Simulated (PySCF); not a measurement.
Input file for PySCF: R-M06-2X/def2-TZVPP on ClH3PbSi (SMILES [SiH3][Pb][Cl]), a point of a torsion scan. Elements past Kr take the def2 small-core potentials; no spin–orbit coupling.

```python
from pyscf import gto, dft

mol = gto.M(
    atom='''
    Si   -0.75159013   -0.06219743   -0.00405778
    Pb    1.71432808   -1.14537207   -0.04603378
    Cl    0.90251188   -3.51629222    0.06759810
    H    -1.15320599    0.43626320    1.31597179
    H    -1.85677702   -0.91095695   -0.43102991
    H    -0.86719011    1.13546717   -0.84837945
    ''',
    basis='def2-tzvpp',
    ecp={'Pb': 'def2-tzvpp'},
    charge=0, spin=0, verbose=4, max_memory=1800)
mf = dft.RKS(mol, xc='m062x').density_fit(auxbasis='def2-universal-jkfit')
mf.grids.level = 4
mf.conv_tol = 1e-9
mf.max_cycle = 150
mf.kernel()
mf.dip_moment()
```

The head of its log:

```
PySCF version 2.14.0

[INPUT] verbose = 4
[INPUT] num. atoms = 6
[INPUT] num. electrons = 56
[INPUT] charge = 0
[INPUT] spin (= nelec alpha-beta = 2S) = 0
[INPUT] symmetry False subgroup None
[INPUT] Mole.unit = angstrom
[INPUT] Symbol           X                Y                Z      unit          X                Y                Z       unit  Magmom
[INPUT]  1 Si    -0.751590130000  -0.062197430000  -0.004057780000 AA   -1.420299503626  -0.117536108352  -0.007668092874 Bohr   0.0
[INPUT]  2 Pb     1.714328080000  -1.145372070000  -0.046033780000 AA    3.239610558851  -2.164439523026  -0.086991236678 Bohr   0.0
[INPUT]  3 Cl     0.902511880000  -3.516292220000   0.067598100000 AA    1.705500277366  -6.644829269739   0.127741895541 Bohr   0.0
[INPUT]  4 H     -1.153205990000   0.436263200000   1.315971790000 AA   -2.179243486308   0.824417966226   2.486826270754 Bohr   0.0
[INPUT]  5 H     -1.856777020000  -0.910956950000  -0.431029910000 AA   -3.508800042186  -1.721459146769  -0.814528481396 Bohr   0.0
[INPUT]  6 H     -0.867190110000   1.135467170000  -0.848379450000 AA   -1.638751805831   2.145721974735  -1.603204810209 Bohr   0.0

nuclear repulsion = 204.022480013565
number of shells = 62
number of NR pGTOs = 265
number of NR cGTOs = 176
basis = def2-tzvpp
ecp = {'Pb': 'def2-tzvpp'}


******** <class 'pyscf.df.df_jk.DFRKS'> ********
method = DFRKS
initial guess = minao
damping factor = 0
level_shift factor = 0
DIIS = <class 'pyscf.scf.diis.CDIIS'>
diis_start_cycle = 1
diis_space = 8
diis_damp = 0
SCF conv_tol = 1e-09
SCF conv_tol_grad = None
SCF max_cycles = 150
direct_scf = False
XC library pyscf.dft.libxc version 7.1.2
    S. Lehtola, C. Steigemann, M. J. T. Oliveira, and M. A. L. Marques,  SoftwareX 7, 1–5 (2018)
XC functionals = m062x
    Y. Zhao and D. G. Truhlar,  Theor. Chem. Acc. 120, 215 (2008)
    Y. Zhao and D. G. Truhlar,  Theor. Chem. Acc. 120, 215 (2008)
radial grids:
    Treutler-Ahlrichs [JCP 102, 346 (1995); DOI:10.1063/1.469408] (M4) radial grids

becke partition: Becke, JCP 88, 2547 (1988); DOI:10.1063/1.454033
pruning grids: <function nwchem_prune>
grids dens level: 4
symmetrized grids: False
atomic radii adjust function: <function treutler_atomic_radii_adjust>
small_rho_cutoff = 0
Set gradient conv threshold to 3.16228e-05
Initial guess from minao.
tot grids = 138072
******** <class 'pyscf.df.df.DF'> ********
auxbasis = def2-universal-jkfit
init E= -911.986493717422
  HOMO = -0.586316294592737  LUMO = -0.551643740469075  gap/eV = 0.94349
cycle= 1 E= -943.013525609962  delta_E=  -31  |g|=  2.2  |ddm|= 10.4
  HOMO = -0.0701226197696502  LUMO = -0.0454822075339973  gap/eV = 0.67050
cycle= 2 E= -942.772116729908  delta_E= 0.241  |g|= 2.55  |ddm|= 7.57
  HOMO = -0.239757405750378  LUMO = -0.0838007761750069  gap/eV = 4.24380
```

Q: Predict the final total energy.

A: -944.2632 hartree.
